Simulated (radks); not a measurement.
Results of a calculation; reference values are marked as such.
All-electron atom: Os+ in [Kr] 4d10 4f14 5s2 5p5 5d6 6s1 6p1 (not the ground configuration). Level of theory: scalar-relativistic Kohn-Sham, BLYP, spin-unpolarised, spherical densities, finite nucleus; Fermi nuclear charge, rms radius 5.4126 fm (a radial shooting solver on a logarithmic mesh with Libxc functionals).

Unscreened Slater integrals over Kohn-Sham orbitals (cm^-1).

integral    value
F0(6p,6p)   56940
F2(6p,6p)   30740
F0(6p,6s)   63680
G1(6p,6s)   38374
F0(6p,5d)   69985
F2(6p,5d)   22836
G1(6p,5d)   11149
G3(6p,5d)  8787.7
F0(6p,5p)   72582
F2(6p,5p)   15791
G0(6p,5p)  2761.0
G2(6p,5p)  3710.9
F0(6s,6s)   74776
F0(6s,5d)   87498
G2(6s,5d)   22235
F0(6s,5p)   92671
G1(6s,5p)  7184.6
F0(5d,5d)  120780
F2(5d,5d)   62369
F4(5d,5d)   41137
F0(5d,5p)  139230
F2(5d,5p)   67895
G1(5d,5p)   80758
G3(5d,5p)   49890
F0(5p,5p)  171020
F2(5p,5p)   92248

Derived for the open shells (J is the average intra-shell exchange parameter used in DFT+U). 5p: J = F2/5 = 18450 cm^-1. 5d: Racah B = F2/49 - 5 F4/441 = 806.4 cm^-1, C = 35 F4/441 = 3265 cm^-1, C/B = 4.05, F4/F2 = 0.660, J = (F2 + F4)/14 = 7393 cm^-1. 6p: J = F2/5 = 6148 cm^-1.
